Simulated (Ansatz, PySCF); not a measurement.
Gas-phase reaction R1 → 2 P1, each structure at its B3LYP-D3(BJ)/def2-TZVP stationary point, reached from a drawn start (curvature not checked).
R1, Br2 (SMILES BrBr) (charge 0, multiplicity 1):
```xyz
2

Br     0.0000     0.0000    -1.1579
Br     0.0000     0.0000     1.1579
```
P1: Br atom, charge 0, multiplicity 2.

```
level                          reaction energy (kJ/mol)  minus CCSD(T)/CBS(cc-pVTZ, cc-pVQZ)
-----------------------------  ------------------------  -----------------------------------
HF/cc-pVDZ                                         50.5                               -166.6
HF/cc-pVTZ                                         64.2                               -152.9
HF/cc-pVQZ                                         65.4                               -151.7
SVWN5/def2-TZVPP                                  303.5                                 86.3
PBE/def2-TZVPP                                    239.8                                 22.6
BLYP/def2-TZVPP                                   214.0                                 -3.2
revPBE/def2-TZVPP                                 218.3                                  1.2
r2SCAN/def2-TZVPP                                 221.4                                  4.3
B97M-V/def2-TZVPP                                 210.6                                 -6.5
B3LYP/def2-TZVPP                                  203.5                                -13.7
PBE0/def2-TZVPP                                   216.8                                 -0.3
BHLYP/def2-TZVPP                                  174.3                                -42.8
M06-2X/def2-TZVPP                                 195.6                                -21.5
CAM-B3LYP/def2-TZVPP                              195.1                                -22.0
wB97X-V/def2-TZVPP                                208.1                                 -9.0
wB97M-V/def2-TZVPP                                204.9                                -12.2
B2PLYP/def2-TZVPP                                 200.5                                -16.6
MP2/cc-pVDZ                                       166.6                                -50.6
MP2/cc-pVTZ                                       206.0                                -11.1
MP2/cc-pVQZ                                       220.3                                  3.2
MP2/CBS(cc-pVTZ, cc-pVQZ)                         229.9                                 12.8
SCS-MP2/cc-pVDZ                                   158.7                                -58.4
SCS-MP2/cc-pVTZ                                   194.6                                -22.5
SCS-MP2/cc-pVQZ                                   208.7                                 -8.4
CCSD/cc-pVDZ                                      150.4                                -66.7
CCSD/cc-pVTZ                                      179.6                                -37.5
CCSD/cc-pVQZ                                      191.6                                -25.6
CCSD(T)/cc-pVDZ                                   159.9                                -57.3
CCSD(T)/cc-pVTZ                                   194.1                                -23.0
CCSD(T)/cc-pVQZ                                   208.0                                 -9.2
CCSD(T)/CBS(cc-pVTZ, cc-pVQZ)                     217.1                                  0.0
```

 The comparison column counts from a level with limits of its own.

P less R. No zero-point or thermal terms; singlets are restricted closed shells; open shells are unrestricted; no spin–orbit coupling.

Cores are frozen in the correlated methods. In cc and def2 sets filled d and f shells under p-block atoms count as core. CBS: X⁻³ extrapolation of the correlation energy, Hartree–Fock from the larger set.

Programs: Ansatz (an electronic-structure program) with Gaussian orbitals; PySCF for M06-2X. No computed number here is a measurement.
